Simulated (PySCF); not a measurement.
**How methods differ on the excitation energy of N**

N [He] 2s2 2p3 (4S) → N [He] 2s2 2p2 3s1 (4P), as a difference of total energies. All numbers are calculated (PySCF 2.14, no relativity, point nucleus, in aug-cc-pVTZ with one added diffuse shell each of s, p, d, f type (6s5p4d3f, 62 functions)). Correlated levels: valence: 1s2 frozen. The calculations carry no spin-orbit coupling.

```tsv
method	excitation energy (eV)	error (eV)
UHF	9.972	-0.360
LDA	10.728	+0.396
PBE	10.455	+0.123
PBE0	10.481	+0.149
r2SCAN	10.722	+0.390
B97-3	10.569	+0.237
MN15	10.497	+0.165
BP86	10.468	+0.136
r2SCANh	10.697	+0.365
MP2 (valence)	10.520	+0.188
SCS-MP2 (valence)	10.297	-0.035
```

Reference: 10.332 eV (measured; NIST levels, between the centres of gravity of the two terms).

Errors of the correlated levels include the incompleteness of this basis and the frozen core.
